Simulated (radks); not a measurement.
Values are calculated unless marked as measured or tabulated.
Q: The mean radii <r> (bohr) of the occupied orbitals of an atom or ion are listed with their occupations. Code: a radial shooting solver on a logarithmic mesh with Libxc functionals. Model: non-relativistic Kohn-Sham, PBE, spin-polarised, spherical densities, point nucleus.

orbital  occ.      <r>
1s up       1  0.09142
1s down     1  0.09141
2s up       1   0.4460
2s down     1   0.4458
2p up       3   0.4070
2p down     3   0.4069
3s up       1    1.442
3s down     1    1.453
3p up       3    1.589

Name the element and its charge. Open shells, if any, are filled with parallel spins first.

A: Z = 17, chlorine, charge +2: Cl2+ in [Ne] 3s2 3p3. The 1s radius gives Z: for a bare nucleus <r> = 1.5/Z, 0.08824 bohr for Z = 17, and screening makes it slightly larger (0.09142 here). The occupations add up to 15, and the charge is Z minus that.
